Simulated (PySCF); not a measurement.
C2H14AsNOSi3.
Z-matrix (Å and degrees, PBE0-D3(BJ)/def2-SVP geometry), rows numbered from 1:
```
C 
N   1  1.4446
C   2  1.4392  1  114.40
Si  2  1.7279  1  118.26  3  -167.04
O   4  1.6710  2  110.50  1   -54.10
As  4  2.3672  2  108.25  1  -174.45
Si  6  2.3595  4   94.51  2   -97.93
Si  6  2.3668  4   90.48  2   168.10
H   1  1.1080  2  112.55  3    62.32
H   1  1.1061  2  111.00  3   -58.05
H   1  1.1006  2  110.48  3  -176.85
H   3  1.1005  2  110.88  1   176.24
H   3  1.1061  2  110.96  1    57.18
H   3  1.1081  2  112.60  1   -63.05
H   4  1.4929  2  114.20  1    60.05
H   5  0.9630  4  115.13  2   -54.73
H   7  1.4958  6  113.19  4   -45.64
H   7  1.4953  6  108.44  4    75.15
H   7  1.4938  6  108.47  4  -166.63
H   8  1.4952  6  108.04  4   155.20
H   8  1.4943  6  112.72  4    35.03
H   8  1.4924  6  108.67  4   -86.68
```

Lines to be assigned: C 1s: 291.47 eV; N 1s: 404.23 eV; O 1s: 538.11 eV; Si 1s: 1846.24 (area 2), 1846.89 (area 1) eV; Si 2p3/2: 106.47 (area 2), 106.88 (area 1) eV.

Computed with PySCF 2.14.0, delta-SCF UKS SCAN, pcX-2 on the ionised atom, pcseg-1 elsewhere, spin-free X2C. The structure is a single PBE0-D3(BJ)/def2-SVP conformer in the gas phase; no vibrational or solvent corrections.

Problem. Assign the Si 1s lines to atoms.

Solution. 1846.24 eV: Si7/Si8 (SiH3 silicon); 1846.89 eV: Si4 (oxygen-bound silicon). The listed Si 1s values span 0.65 eV, from Si7/Si8 (bonded to 3 H and As) to Si4 (bonded to O, N, H and As). Summing the Pauling electronegativity differences to the bonded atoms, each weighted by its formal bond order, gives +1.18 for the lowest site and +3.26 for the highest.

Problem. Assign the Si 2p3/2 lines to atoms.

Solution. 106.47 eV: Si7/Si8 (SiH3 silicon); 106.88 eV: Si4 (oxygen-bound silicon). Lowest listed Si 2p3/2: Si7/Si8, bonded to 3 H and As. Highest, 0.41 eV above it: Si4, bonded to O, N, H and As. Summing the Pauling electronegativity differences to the bonded atoms, each weighted by its formal bond order, gives +1.18 for the lowest site and +3.26 for the highest.

Bonded neighbours of each site: C1/C3: N and 3 H; N2: 2 C and Si; Si4: O, N, H and As; O5: H and Si; Si7/Si8: 3 H and As.

Problem. Which effective nuclear charge Zeff reproduces each element's mean 1s value in the hydrogen-like formula E = 13.606 eV × Zeff²?

Solution. C (Z = 6): mean 291.5 eV, Zeff = 4.63, Z − Zeff = 1.37; N (Z = 7): mean 404.2 eV, Zeff = 5.45, Z − Zeff = 1.55; O (Z = 8): mean 538.1 eV, Zeff = 6.29, Z − Zeff = 1.71; Si (Z = 14): mean 1846.5 eV, Zeff = 11.65, Z − Zeff = 2.35. Means run over the listed sites, weighted by atom count.

One atom of each set of topologically equivalent atoms was ionised and stands for the set; in this conformer not all members are related by symmetry, and their own values weren't computed. 2p3/2 and 2p1/2 are the ΔSCF energy of one spin-free 2p hole plus the eigenvalues of a spin–orbit and ligand-field matrix of the shell. 2p1/2 minus 2p3/2 (ligand field included): Si 0.62 eV. No level of arsenic is listed.

Hardware: Arm Neoverse V1, one thread, shared host. Cost: 2.5 min wall.
